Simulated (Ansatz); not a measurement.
Computed with Ansatz on PBE0-D4/def2-TZVP structures; ΔE is electronic, products minus reactants. CCSD(T)/CBS is the MP2 limit (def2-TZVPP, def2-QZVPP) plus CCSD(T) − MP2 in def2-TZVPP, frozen cores. This one scheme is used for every species. For Ga outer-core shells are correlated without core-valence functions, which leaves a few kJ/mol of doubt a bond. Scalar relativity is left out up to krypton. One conformer a species, not always the lowest.

Reaction (ligand exchange at a Ga–C bond): `F[CH2][GaH][SiH3]` + HCl → `[SiH3][GaH][Cl]` + fluoromethane

```csv
species,CCSD(T)/def2-TZVPP energy (Eh)
`F[CH2][GaH][SiH3]`,-2353.86332
HCl,-460.33125
`[SiH3][GaH][Cl]`,-2674.69181
`CF`,-139.56407
```

Question: Work out ΔE.

Answer: ΔE = (-2674.69181) + (-139.56407) − (-2353.86332) − (-460.33125) = -0.06131 Eh = -38.5 kcal/mol. CCSD(T)/CBS gives -38.6 kcal/mol.

Largest T1 diagnostic among the species: 0.013.

Leaving LDA and LC-ωPBE aside and taking each functional with its dispersion term where it has one, the values, not all of them listed here, spread over 4.9 kcal/mol, from BHLYP-D4 to revPBE-D4. LDA lies +1.7 kcal/mol from PBE without D4. From BLYP to BHLYP (50 % exact exchange), in def2-TZVPP and without D4, ΔE moves by −3.4 kcal/mol.
